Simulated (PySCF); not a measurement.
**C3H7Ga: core ionisation energies**

C3H7Ga.
Atom-mapped SMILES: `[GaH2:1][CH:2]1[CH2:3][CH2:4]1`

Geometry (PBE0-D3(BJ)/def2-SVP, Å), atoms numbered from 1 in this order:
```xyz
11
C3H7Ga angstrom
Ga     1.832    0.443    0.138
C      0.146   -0.228   -0.565
C     -1.147    0.493   -0.224
C     -0.872   -0.833    0.386
H      3.182    0.350   -0.662
H      1.791    1.096    1.573
H      0.162   -0.683   -1.561
H     -1.105    1.380    0.417
H     -1.906    0.554   -1.009
H     -1.440   -1.696    0.027
H     -0.638   -0.875    1.455
```

The calculation used PySCF, delta-SCF UKS SCAN, pcX-2 on the ionised atom, pcseg-1 elsewhere, spin-free X2C. Binding energies are ΔSCF values: E(core-ionised, relaxed orbitals) − E(ground state) at a fixed geometry, referred to the vacuum level.

Q: What binding energy does each computed site have?

A: 
| atom(s) | bonded to | level | binding energy (eV) | above the level's lowest (eV) | count |
| --- | --- | --- | --- | --- | --- |
| C3/C4 | 2 C and 2 H | C 1s | 290.64 | +0.66 | 2 |
| C2 | 2 C, H and Ga | C 1s | 289.98 | 0.00 | 1 |

The listed C 1s values span 0.66 eV, from C2 (bonded to 2 C, H and Ga) to C3/C4 (bonded to 2 C and 2 H). Summing the Pauling electronegativity differences to the bonded atoms, each weighted by its formal bond order, gives -1.09 for the lowest site and -0.70 for the highest.

Q: Give the binding energy of C 1s of C2 in hartree and in kJ/mol.

A: 289.98 eV = 10.6566 Eh = 27979 kJ/mol.

Q: What is the longest wavelength that can ionise C 1s of C2 vertically?

A: λ = hc/E = 12398.42 eV Å / 289.98 eV = 42.756 Å.

The first atom of each set that the bonding makes equivalent was ionised and stands for the set. No level of gallium is listed. Geometry: PBE0-D3(BJ)/def2-SVP, one conformer, isolated molecule.

Hardware: Arm Neoverse V1, one thread, on a shared host. Cost: 14 s wall.
